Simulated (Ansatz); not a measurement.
Reaction (ligand exchange at a B–C bond): `B[CH2][Zn][NH2]` + `[SiH3]N[SiH2]Cl` → `BN([SiH3])[SiH2]Cl` + `[CH3][Zn][NH2]`

Calculated with Ansatz (gas phase, PBE0-D4/def2-TZVP geometries, no zero-point term in ΔE). CCSD(T)/CBS is the MP2 limit (def2-TZVPP, def2-QZVPP) plus CCSD(T) − MP2 in def2-TZVPP, frozen cores. Functionals use def2-TZVPP. B3LYP here is the variant with VWN-RPA as its local correlation; programs differ in this. For Zn outer-core shells are correlated without core-valence functions, which leaves a few kJ/mol of doubt a bond. Scalar relativity is left out up to krypton. Each species was taken in one conformer, which may not be the lowest.

`B[CH2][Zn][NH2]`:

Cartesian coordinates in Å:
```
B -0.478 -1.615 0.517
C 0.552 -1.259 -0.512
Zn 0.181 0.667 -0.197
N 0.047 2.476 -0.113
H -1.636 -1.731 0.214
H -0.183 -1.691 1.681
H 1.617 -1.344 -0.286
H 0.339 -1.380 -1.576
H 0.354 2.953 0.722
H -0.793 2.924 -0.449
```

`[SiH3]N[SiH2]Cl`:

```xyz
10

Si    0.915   -0.882    0.931
N     0.213    0.566    0.286
Si   -1.055    0.689   -0.853
Cl   -0.409    0.543   -2.809
H     0.006   -1.995    0.562
H     2.271   -1.145    0.381
H     1.034   -0.788    2.410
H     0.718    1.423    0.466
H    -1.997   -0.429   -0.640
H    -1.696    2.017   -0.734
```

`BN([SiH3])[SiH2]Cl`:

Cartesian coordinates in Å:
```
B 1.098 -0.980 -0.816
N 0.214 -0.110 -0.142
Si -1.320 0.265 -0.924
Si 0.602 0.523 1.426
Cl -0.651 -0.291 2.837
H 2.138 -1.295 -0.313
H 0.792 -1.397 -1.900
H -2.015 1.274 -0.086
H -2.155 -0.955 -1.029
H -1.066 0.817 -2.275
H 0.371 1.984 1.456
H 1.991 0.163 1.766
```

`[CH3][Zn][NH2]`:

```xyz
8

C    -0.707   -1.420   -0.366
Zn    0.149    0.247    0.085
N     1.042    1.756    0.577
H    -0.081   -2.003   -1.046
H    -1.669   -1.251   -0.853
H    -0.879   -2.023    0.529
H     0.591    2.416    1.194
H     1.553    2.276   -0.121
```

```json
{"level": "B2PLYP", "ΔE (kJ/mol)": "-70.0"}
{"level": "B3LYP", "ΔE (kJ/mol)": "-68.1"}
{"level": "CAM-B3LYP", "ΔE (kJ/mol)": "-71.4"}
{"level": "MP2/def2-QZVPP", "ΔE (kJ/mol)": "-72.1"}
```

(1) What does CCSD(T)/CBS give? (Best estimate.)

Largest T1 diagnostic among the species: 0.014.

## Answers

(1) Computed: -71.2 kJ/mol. The listed levels differ from it by 1.2, 3.1, -0.2, -0.9 kJ/mol.

Leaving LDA and LC-ωPBE aside and taking each functional with its dispersion term where it has one, the values, not all of them listed here, spread over 10.1 kJ/mol, from CAM-B3LYP-D4 to B97M-V. LDA lies −4.2 kJ/mol from PBE without D4. The D4 term adds −5.1 kJ/mol with B3LYP and −2.8 kJ/mol with PBE0; it sums over pairs of atoms, weighted by their polarisabilities, and B3LYP, whose exchange is more repulsive, gets the larger term. At CCSD(T), def2-SVP lies −5.5 kJ/mol from the extrapolated value and def2-TZVPP +1.5 kJ/mol.

CCSD(T)/CBS has its own doubt, a few kJ/mol and more with outer-core shells, so smaller differences from it don't rank the levels.
